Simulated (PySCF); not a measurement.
PySCF job for CH7Si2, SMILES [SiH3][CH][SiH3], multiplicity 2, PBE/pcH-1. The structure is a stationary point at ωB97X-D3(BJ)/def2-SVP. The isomer is the one that the SMILES or the coordinates give; other isomers of the formula were not compared.

```python
import numpy as np
from pyscf import gto, scf, dft
from pyscf.prop.hfc import uks as hfc
from pyscf.prop.gtensor import uks as gtensor

mol = gto.M(
    atom='''
    Si    1.66086916    0.00000000   -0.13538541
    C    -0.00000000    0.00000000    0.69569462
    Si   -1.66086916    0.00000000   -0.13538541
    H     2.44803533    1.20707053    0.26399807
    H     2.44803532   -1.20707054    0.26399809
    H     1.49553014   -0.00000001   -1.61758078
    H    -0.00000000    0.00000000    1.79579302
    H    -2.44803533    1.20707054    0.26399807
    H    -2.44803532   -1.20707054    0.26399809
    H    -1.49553013   -0.00000001   -1.61758078
    ''',
    basis='pcH-1',
    charge=0,
    spin=1,
    max_memory=1600,
    verbose=3,
)
mf = dft.UKS(mol, xc='pbe').density_fit(auxbasis='def2-universal-jkfit')
mf.grids.level = 3
mf.conv_tol = 1e-10
mf.max_cycle = 100
mf.kernel()
fine, coarse = mf.grids, dft.Grids(mol).set(level=1).build(with_non0tab=True)
for _ in range(3):  # follow internal instabilities
    mf.grids = coarse
    mo, _, stable, _ = mf.stability(return_status=True, nroots=4)
    mf.grids = fine
    if stable:
        break
    mf.kernel(mf.make_rdm1(mo, mf.mo_occ))
A = hfc.HFC(mf).make_fcdip(mf.make_rdm1())  # Fermi contact and dipolar terms, MHz
print('atom   A(iso)/MHz   principal dipolar parts/MHz')
for i, a in enumerate(A):
    w = np.linalg.eigvalsh((a + a.T) / 2)
    print(f'{mol.atom_symbol(i):2s}{i + 1:3d} {w.mean():12.2f}', (w - w.mean()).round(2))
gt = gtensor.GTensor(mf)
gt.dia_soc2e, gt.para_soc2e, gt.so_eff_charge = None, None, True
gt.max_cycle_cphf = 60
g = gt.kernel()
```

Output:

```

WARN: HOMO -0.238611835696076 >= LUMO -0.238611835696105

converged SCF energy = -620.849341885727  <S^2> = 0.75323281  2S+1 = 2.0032302
<class 'pyscf.df.df_jk.DFUKS'> wavefunction is stable in the internal stability analysis
atom   A(iso)/MHz   principal dipolar parts/MHz
Si  1        43.08 [-1.97  0.62  1.35]
C   2        64.33 [-70.58 -69.74 140.31]
Si  3        43.08 [-1.97  0.62  1.35]
H   4        76.07 [-3.19 -1.53  4.72]
H   5        76.07 [-3.19 -1.53  4.72]
H   6        -2.21 [-2.8  -2.53  5.33]
H   7       -50.73 [-32.19  -1.3   33.49]
H   8        76.07 [-3.19 -1.53  4.72]
H   9        76.07 [-3.19 -1.53  4.72]
H  10        -2.21 [-2.8  -2.53  5.33]
SOC(1e)/OZ [ 6.37864628e-04 -5.73628769e-06  7.46385234e-04]
free electron g 2.00231930436182
g-tensor total [2.00292757 2.00220783 2.00300178]
g-shift (ppt) [ 0.60826292 -0.11147749  0.68247656]
```

The run converged.

Cost: around 2.3 core-minutes (rough).
